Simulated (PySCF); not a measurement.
All values below come from PBE-D3(BJ)/def2-TZVP // B3LYP-D3(BJ)/def2-TZVP (PySCF). All species are isolated molecules in the gas phase. 

Reference species (SMILES): `O(C#N)C` (neutral, multiplicity 1).

* **HOMO–LUMO gap**: 6.49 eV
* **LUMO**: -0.61 eV
* **HOMO**: -7.10 eV

Changed species: `NC#CO`.

Problem. Give the shifts of the HOMO–LUMO gap, LUMO and HOMO.

Solution. the HOMO–LUMO gap falls by 1.83 eV, to 4.66 eV; the LUMO goes up by 0.43 eV, to -0.18 eV; the HOMO rises by 2.26 eV, to -4.84 eV.
